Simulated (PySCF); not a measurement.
Species: CH₉PSi₂.
Numbering: `[CH3:1][SiH2:2][SiH2:3][PH2:4]` (hydrogens: H5, H6, H7 on C1; H8, H9 on Si2; H10, H11 on Si3; H12, H13 on P4)

Torsions of this conformer, `[CH3:1][SiH2:2][SiH2:3][PH2:4]`: C1–Si2–Si3–P4 -57°, H–P4–Si3–Si2 -44°, H–P4–Si3–Si2 49°.

The closed-shell ground state was solved at several levels (PySCF, density fitting, gas phase, non-relativistic). The structure is a single PBE0-D3(BJ)/def2-SVP conformer in the gas phase; no vibrational or solvent corrections.

```
        level  basis functions  total energy (Eh)  HOMO (eV)  LUMO (eV)  gap (eV)  dipole (D)
 KT2/pcSseg-2              291          -972.5501      -6.23      -1.12      5.11        1.30
PBE0/pcSseg-1              134          -963.3927      -7.25      -0.10      7.15        1.56
```

Estimate the row for CAM-B3LYP/def2-SVPD, a basis of 164 functions; the other rows only guide the guess.

Total energy -963.5315 Eh, HOMO -8.39 eV, LUMO 0.76 eV, gap 9.15 eV, dipole 1.27 D.

Over all these levels, which gives the widest orbital gap and which the narrowest?

CAM-B3LYP/def2-SVPD (range-separated hybrid) has the widest, 9.15 eV, and KT2/pcSseg-2 (GGA) the narrowest, 5.11 eV. Functional and basis both differ between the two, so the spread mixes both effects.

How far do the dipole and the HOMO energy spread over the levels?

The dipole runs from 1.27 to 1.56 D (mean 1.38 D) and the HOMO from -8.39 to -6.23 eV.
